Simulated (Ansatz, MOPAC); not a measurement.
Species: cyanosilylidyne, CNSi (charge 0, doublet). SMILES: N#C[Si]

Atoms: Si1, C2, N3. Bonds: Si1-C2, C2-N3.

Bond lengths (Å) and angles (degrees) optimised at PM6 with MOPAC; HF/STO-3G with Ansatz (a program for electronic structure); PBE/6-31G* with Ansatz; B3LYP/LANL2DZ with Ansatz, each started from the B3LYP-D3(BJ)/def2-TZVP structure (Ansatz) of the last column. A row stands for all coordinates that are equal there. 6-31G* holds six Cartesian d functions. No wavenumbers were computed at HF/STO-3G, PBE/6-31G*, B3LYP/LANL2DZ, so these may be saddle points.

| coordinate | PM6 | HF/STO-3G | PBE/6-31G* | B3LYP/LANL2DZ | B3LYP-D3(BJ)/def2-TZVP |
|---|---|---|---|---|---|
| Si1-C2 | 1.900 | 1.818 | 1.851 | 1.853 | 1.845 |
| C2-N3 | 1.160 | 1.199 | 1.189 | 1.195 | 1.164 |
| Si1-C2-N3 | 180.0 | 180.0 | 180.0 | 180.0 | 180.0 |

Mean signed difference of all 2 bond lengths from B3LYP-D3(BJ)/def2-TZVP: PM6 0.026 Å, HF/STO-3G 0.004 Å, PBE/6-31G* 0.016 Å, B3LYP/LANL2DZ 0.020 Å.
